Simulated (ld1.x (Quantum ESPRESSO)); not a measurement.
**Pd (Z = 46), RRKJ: configuration errors across variants**

- Element: palladium (Pd)
- Generator: ld1.x (Quantum ESPRESSO) 7.5
- Type: norm-conserving RRKJ (Kleinman–Bylander form)
- Functional: PBEsol
- Relativity: scalar-relativistic
- Frozen core: [Ar] 3d10
- Valence charge: 18
- Reference configuration: 4s2 4p6 4d8 5s0 5p0 (charge +2)
- Partial waves: 4p (bound): rc 1.25 bohr; 4d (bound): rc 1.05 bohr; 4s (bound): rc 1.45 bohr
- Local potential: the s channel
- Core correction: Bessel-smoothed model core inside 1.00 bohr
- rho0: 0.02

All-electron excitation energies from the reference (eV): (1) 4s2 4p6 4d10 5s0 5p0 -29.938; (2) 4s2 4p6 4d9 5s0 5p0 -20.818; (3) 4s2 4p6 4d7 5s0 5p0 34.348; (4) 4s2 4p6 4d6 5s0 5p0 83.672; (5) 4s2 4p6 4d9 5s0 5p1 -24.626; (6) 4s2 4p5 4d10 5s0 5p0 27.175; (7) 4s2 4p6 4d9 5s1 5p0 -28.427.

Tests that are not counted but printed errors over 1 eV. “all radii but the core radius scaled by about 0.86 (s 1.24, p 1.08, d 0.90 bohr)”: 4s2 4p6 4d9 5s0 5p1 (solver errors, printed error -2.1 eV).

1 further variants failed, have other tests or too few solved ones, and are left out.

A true bound ghost makes a file unfit for plane-wave use even where its test errors are small: the radial tests pick states by their node count and pass the ghost by.

Errors AE − PS in meV (a dash: test not solved or not reliable):

```csv
change,(1),(2),(3),(4),(5),(6),(7),bound ghosts
base,+45,+17,+24,+121,+132,-31,+1049,none
"all radii but the core radius scaled by about 0.86 (s 1.24, p 1.08, d 0.90 bohr)",+17,+7.4,+8.4,+49,–,-23,+361,none
"all radii but the core radius scaled by about 1.14 (s 1.64, p 1.42, d 1.20 bohr)",+98,+36,+53,+245,+295,-50,+2205,none
"all radii but the core radius scaled by about 1.35 (s 1.96, p 1.68, d 1.42 bohr)",+230,+81,+112,+493,+691,-71,–,s (extra level of the local part)
```

Give the same row for: all radii but the core radius scaled by about 1.27 (s 1.84, p 1.58, d 1.34 bohr).

+188, +67, +94, +420, +560, -64, +3788; bound ghosts: none.
